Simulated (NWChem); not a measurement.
CH₃Si, doublet; SMILES C=[SiH]

Results from NWChem. Spin-unrestricted. No stability test was run on the SCF state. Each level has its own optimisation; frequencies are unscaled.

For level B3LYP/def2-TZVP:

| Quantity | Value |
|---|---|
| dipole (D) | 0.67 |

Q: Estimate the same quantities for level B3LYP/def2-SVP.

A: 
| Property | Result |
|---|---|
| dipole (D) | 0.52 |
